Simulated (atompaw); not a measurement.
# Scattering properties, PAW (atompaw) potential for H

- Element: hydrogen (H)
- Generator: atompaw 4.2.0.5
- Type: PAW
- Functional: PBE
- Relativity: scalar-relativistic
- Frozen core: none
- Valence charge: 1
- Reference configuration: 1s0.5 (charge +0.5)
- Partial waves: 1s (bound): rc 0.65 bohr; 1s channel at 0.2 Ry: rc 0.65 bohr; 2p channel at -0.2 Ry: rc 0.50 bohr
- Local potential: troulliermartins scheme with l = 2 at 1 Ry, radius 0.50 bohr
- Core correction: none
- Augmentation charge: sinc compensation charge, radius 0.50 bohr; PAW radius 0.65 bohr; waves and projectors: custom rrkj gramschmidtortho

The phase is arctan(r·u′/u) with u = r·R(r), unwrapped; energies in Ry, scanned from -3 to 5 Ry. A pole is an energy at which the radial function vanishes at the test radius. The pseudo phase is shifted by a multiple of π to meet the all-electron one at the reference energy, and phase errors are pseudo minus all-electron; the curves can meet again beyond the range given. Levels narrower than the energy grid can be missing from the lists of poles.

**Question.** For each channel, where are the poles, and over which energies does the pseudopotential scatter like the atom?

**Answer.**

```
channel  radius (bohr)  reference energy (Ry)  poles, all-electron  poles, pseudo  unbroken range about the reference energy with phases within 0.05 rad  phase error 1 Ry above the reference energy (rad)
      s           0.65                  -0.93                 none           none                                                        the whole range                                             -0.000
      p           0.65                  -0.20                 none           none                                                        the whole range                                             +0.000
```

Phases in the s channel:

```tsv
E (Ry)	all-electron	pseudo
-3.00	0.612	0.612
-2.76	0.583	0.583
-2.52	0.553	0.553
-2.28	0.522	0.522
-2.04	0.488	0.488
-1.80	0.452	0.452
-1.56	0.415	0.415
-1.32	0.375	0.375
-1.08	0.333	0.333
-0.84	0.289	0.289
-0.60	0.243	0.243
-0.36	0.195	0.195
-0.12	0.144	0.144
0.12	0.092	0.092
0.36	0.038	0.038
0.60	-0.018	-0.018
0.84	-0.075	-0.075
1.08	-0.133	-0.133
1.32	-0.191	-0.191
1.56	-0.250	-0.250
1.80	-0.308	-0.308
2.04	-0.366	-0.366
2.28	-0.423	-0.423
2.52	-0.479	-0.479
2.76	-0.533	-0.533
3.00	-0.586	-0.586
3.24	-0.636	-0.636
3.48	-0.685	-0.685
3.72	-0.731	-0.731
3.96	-0.775	-0.775
4.20	-0.818	-0.817
4.44	-0.857	-0.857
4.68	-0.895	-0.895
4.92	-0.931	-0.931
```
